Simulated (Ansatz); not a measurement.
**Abstraction of H: CH2I2 + C4H9 → CHI2 + C4H10**

Species: CH2I2 `ICI`, singlet; C4H9 `C[C](C)C`, doublet; CHI2 `I[CH]I`, doublet; C4H10 (isobutane) `CC(C)C`, singlet. A radical takes H: the energy is the difference in strength between two C–H bonds in different surroundings.

Shapes, held fixed at every level: PBE0-D4/def2-TZVP. Programs: Ansatz 0.2.0. The zero-point and thermal change to 298 K, harmonic and unscaled (PBE0-D4/def2-TZVP), is +2.5 kJ/mol.

```tsv
level	kind	ΔH(298 K) (kJ/mol)	less CCSD(T)/def2-TZVPP
HF/def2-TZVPP	Hartree–Fock	+9.0	+12.2
B3LYP-D4/def2-TZVPP	global hybrid	+5.9	+9.1
BHLYP-D4/def2-TZVPP	global hybrid	+6.6	+9.8
PBE0-D4/def2-TZVPP	global hybrid	+5.9	+9.1
B2PLYP/def2-TZVPP	double hybrid	+3.1	+6.3
CCSD/def2-SVP	coupled cluster or CI	+1.9	+5.1
CCSD/def2-TZVPP	coupled cluster or CI	-1.6	+1.6
CCSD(T)/def2-TZVPP	coupled cluster or CI	-3.2	0.0
```

The highest level, CCSD(T)/def2-TZVPP, gives ΔH(298 K) = -3.2 kJ/mol; the levels span -3.2 to +9.0. That is about zero within the method's error. They disagree on the sign: 6 of 8 are positive. The column of differences is taken from that level and isn't an error. No measured value is set beside it here. Open shells run unrestricted unless RO is named. For atoms past krypton def2 sets carry core potentials with scalar relativity. Correlated rows may include outer-core shells of I, which these sets cover unevenly.
